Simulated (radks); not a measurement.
Results of a calculation; reference values are marked as such.
Initial-state core-level shifts of the zinc ion Zn3+ when its valence configuration changes from [Ar] 3d9. Level of theory: scalar-relativistic Kohn-Sham, PBE, spin-polarised, spherical densities, finite nucleus; open shells are filled with parallel spins first; Fermi nuclear charge, rms radius 3.9283 fm (a radial shooting solver on a logarithmic mesh with Libxc functionals). Shifts are changes of the shell-averaged eigenvalues in eV (positive: less bound); the change of the density at the nucleus, which sets a Mossbauer isomer shift, is in e/bohr^3, on a base of 2.533e+04.

| valence | 1s | 2p | 3s | 3p | density at nucleus |
|---|---|---|---|---|---|
| 3d8 4s1 | -9.863 | -10.887 | -9.118 | -8.887 | +24.401 |
| 3d7 4s2 | -20.874 | -23.044 | -18.936 | -18.469 | +52.848 |
| 3d7 4p2 | -23.364 | -25.502 | -21.433 | -20.941 | +9.100 |
| 3d8.5 4p0.5 | -5.539 | -6.001 | -5.223 | -5.106 | +1.912 |
| 3d8 4p1 | -11.288 | -12.263 | -10.551 | -10.311 | +4.072 |
| 3d8.5 4s0.5 | -4.807 | -5.297 | -4.487 | -4.374 | +11.555 |
| 3d6.5 4s2 4p0.5 | -27.364 | -30.160 | -24.632 | -24.039 | +58.020 |
| 3d6.5 4s1.5 4p1 | -27.919 | -30.719 | -25.183 | -24.582 | +47.008 |
| 3d7 4s1 4p1 | -22.032 | -24.204 | -20.092 | -19.609 | +31.743 |
